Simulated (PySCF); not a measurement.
How methods differ on the excitation energy of Fe²⁺

Fe²⁺ [Ar] 3d6 (5D) → Fe²⁺ [Ar] 3d5 4s1 (7S), as a difference of total energies. Calculation: PySCF 2.14, in aug-cc-pVQZ-DK (9s8p6d4f3g2h, 140 functions); scalar relativity by spin-free X2C-1e. Correlated levels: valence: [Ar] frozen. The calculations carry no spin-orbit coupling.

| method | excitation energy (eV) |
| --- | --- |
| UHF | 2.266 |
| LDA | 3.848 |
| PBE | 3.877 |
| PBE0 | 3.722 |
| r2SCAN | 3.457 |
| MN15 | 4.587 |
| M06-2X | 4.001 |
| BLYP | 4.039 |
| MP2 (valence) | 3.533 |
| SCS-MP2 (valence) | 4.075 |

Problem. How much does correlation contribute at MP2 (valence)?

Solution. 3.533 − (2.266) = 1.267 eV, measured against UHF.

A first-order spin-orbit estimate (lowest level to lowest level, LS coupling) adds 0.060 eV.
